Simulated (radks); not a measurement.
The numbers below are computed, except where a source is named.
The mean radii <r> (bohr) of the occupied orbitals of an atom or ion are listed with their occupations. Code: a radial shooting solver on a logarithmic mesh with Libxc functionals. Model: scalar-relativistic Kohn-Sham, exchange-only LDA, spin-polarised, spherical densities, point nucleus.

| orbital | occ. | <r> |
|---|---|---|
| 1s up | 1 | 0.03188 |
| 1s down | 1 | 0.03188 |
| 2s up | 1 | 0.1385 |
| 2s down | 1 | 0.1385 |
| 2p up | 3 | 0.1207 |
| 2p down | 3 | 0.1207 |
| 3s up | 1 | 0.3797 |
| 3s down | 1 | 0.3795 |
| 3p up | 3 | 0.3788 |
| 3p down | 3 | 0.3786 |
| 3d up | 5 | 0.3570 |
| 3d down | 5 | 0.3568 |
| 4s up | 1 | 0.9112 |
| 4s down | 1 | 0.9090 |
| 4p up | 3 | 0.9763 |
| 4p down | 3 | 0.9744 |
| 4d up | 3 | 1.129 |

Name the element and its charge. Open shells, if any, are filled with parallel spins first.

Answer. Z = 46, palladium, charge +7: Pd7+ in [Kr] 4d3. The 1s radius gives Z: for a bare nucleus <r> = (2 gamma + 1)/(2Z) with gamma = sqrt(1 - (Z/c)^2), 0.03135 bohr for Z = 46, and screening makes it slightly larger (0.03188 here). The occupations add up to 39, and the charge is Z minus that.
